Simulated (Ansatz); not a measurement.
Snn (charge +1): PBE0-D4/def2-TZVP single points in Ansatz on relaxed structures, gas phase. Each cluster is the lowest isomer that a short search found in that spin, judged at the geometry's level, and lower ones may exist. Core potentials for Sn, no spin–orbit coupling. HOMO and LUMO are taken over both spins. The spins of the ions were chosen, not always searched. The structures are stationary points that may keep the symmetry of their start. Remarks come from the PBE and PBE0 runs and from stability tests at other levels; not every state was tested.

```json
{"species": "Sn3⁺", "atoms": "3", "state": "doublet; reduced ion singlet", "geometry": "B3LYP-D4/def2-SVP", "HOMO (eV)": "-10.10", "LUMO (eV)": "-8.29", "gap (eV)": "1.81", "vertical EA (eV)": "6.75", "lowest of the spins relaxed": "quartet (-0.18 eV), of doublet/quartet", "point group (within 0.1 Å)": "C2v", "remarks": "quartet lower at PBE0"}
{"species": "Sn4⁺", "atoms": "4", "state": "doublet; reduced ion singlet", "geometry": "B3LYP-D4/def2-SVP", "HOMO (eV)": "-10.02", "LUMO (eV)": "-8.38", "gap (eV)": "1.64", "vertical EA (eV)": "6.96", "lowest of the spins relaxed": "doublet, of doublet/quartet", "point group (within 0.1 Å)": "D2h", "remarks": "–"}
```

**Question.** Estimate the rows for Sn6⁺ (doublet; reduced ion singlet, r2SCAN-D4/def2-SVP geometry).

**Answer.** 
```tsv
species	atoms	state	geometry	HOMO (eV)	LUMO (eV)	gap (eV)	vertical EA (eV)	lowest of the spins relaxed	point group (within 0.1 Å)
Sn6⁺	6	doublet; reduced ion singlet	r2SCAN-D4/def2-SVP	-9.70	-7.82	1.88	6.50	–	C2v
```

The gap (eV) runs from 1.64 (Sn4⁺) to 1.88 (Sn6⁺). The vertical EA (eV) runs from 6.50 (Sn6⁺) to 6.96 (Sn4⁺).
